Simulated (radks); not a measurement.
Problem. The gold anion Au-, [Hg], held by a Watson sphere: a shell of charge +1 at radius R that stands for the Madelung well of a crystal (potential energy -1/R inside, -1/r outside, in hartree with lengths in bohr). All-electron calculation, scalar-relativistic Kohn-Sham, PBEsol, spin-polarised, spherical densities, finite nucleus; Fermi nuclear charge, rms radius of each element as measured or else 0.836 A^(1/3) + 0.57 fm. Program: a radial shooting solver on a logarithmic mesh with Libxc functionals. Response by self-consistent Sternheimer equations with the Hartree and adiabatic LDA kernel, the relativistic mass of each level held fixed and spin-orbit coupling left out. The sphere does not respond.

R (bohr)  e(5p) (eV)  e(5d) (eV)  e(6s) (eV)  <r> 6s (bohr)  sum of <r^2> (bohr^2)  X-ray form factor at sin(theta)/lambda = 0.1 1/angstrom  alpha (bohr^3)
3.75         -58.988      -6.140      -5.741          2.976                  73.13                                                   75.453           54.64
4.6          -58.179      -5.294      -4.932          3.078                  75.21                                                   75.398           65.60
4.64         -58.145      -5.259      -4.897          3.082                  75.29                                                   75.396           66.10
5.68         -57.356      -4.456      -4.094          3.163                  76.95                                                   75.363           78.26

Estimate the row for R = 6.02 bohr.

Solution. e(5p) (eV) -57.138; e(5d) (eV) -4.236; e(6s) (eV) -3.872; <r> 6s (bohr) 3.181; sum of <r^2> (bohr^2) 77.35; X-ray form factor at sin(theta)/lambda = 0.1 1/angstrom 75.357; alpha (bohr^3) 81.80.
